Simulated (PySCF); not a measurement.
Se(F)(NMe2) (C2H6FNSe), SMILES CN(C)[Se]F. Geometry optimised at ωB97X-D3(BJ)/def2-SVP. This is a generated structure with no PubChem entry under its InChIKey; it may be hypothetical. The values are those of a single conformer.

Question: Give the equilibrium geometry at ωB97X-D3(BJ)/def2-SVP (PySCF confirms it by a frequency run) as Cartesian coordinates in Å, and its point group. (An estimate is asked for; the answer gives what the named calculation found.)

Answer: This is not unique; one that fits is point group Cs.
```xyz
11

Se    -0.7660    -0.4103     0.0000
F     -1.3319     1.2938     0.0000
N      0.9906    -0.2215     0.0000
C      1.6672     0.1814    -1.2261
C      1.6672     0.1814     1.2261
H      1.7127     1.2815    -1.3287
H      2.6980    -0.2110    -1.2243
H      1.1346    -0.2306    -2.0936
H      2.6980    -0.2110     1.2243
H      1.7127     1.2815     1.3287
H      1.1346    -0.2306     2.0936
```
